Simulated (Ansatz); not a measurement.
The C1–Ga2 bond of CH5Ga (SMILES [CH3][GaH2]) is stretched (multiplicity 1, the rest rigid).
Geometry at rest (charge 0, multiplicity 1):
```tsv
atom	x (Å)	y (Å)	z (Å)
C	-1.5610	-0.1228	0.0012
Ga	0.4126	0.0298	-0.0014
H	-1.9885	0.4992	-0.7883
H	-1.9013	-1.1488	-0.1314
H	-1.9536	0.2545	0.9494
H	1.0844	1.4547	0.0519
H	1.3352	-1.2460	-0.0469
```

Frozen-core correlation. Filled d and f shells under p-block atoms count as core.

Programs: Ansatz (a first-principles code). Each number belongs to the level named beside it.

FIC-MRCISD+Q on CASSCF(2,2)/cc-pVTZ, total energies (hartree):

```tsv
R (Å)	CASSCF	MRCISD	weight c² of the reference
1.979	-1964.072976	-1964.338026	0.90621
3.464	-1963.977142	-1964.227590	0.90541
6.334	-1963.958379	-1964.204774	0.90688
```

### Question
Add the Davidson correction (E_MRCISD − E_CASSCF)(1 − c²)/c² and give the energies above the first point at the three levels.

### Answer

Corrections (hartree): -0.027431, -0.026165, -0.025301. Above the first point (kcal/mol):
- R = 3.464 Å: CASSCF 60.1, MRCISD 69.3, with the correction 70.1
- R = 6.334 Å: CASSCF 71.9, MRCISD 83.6, with the correction 85.0
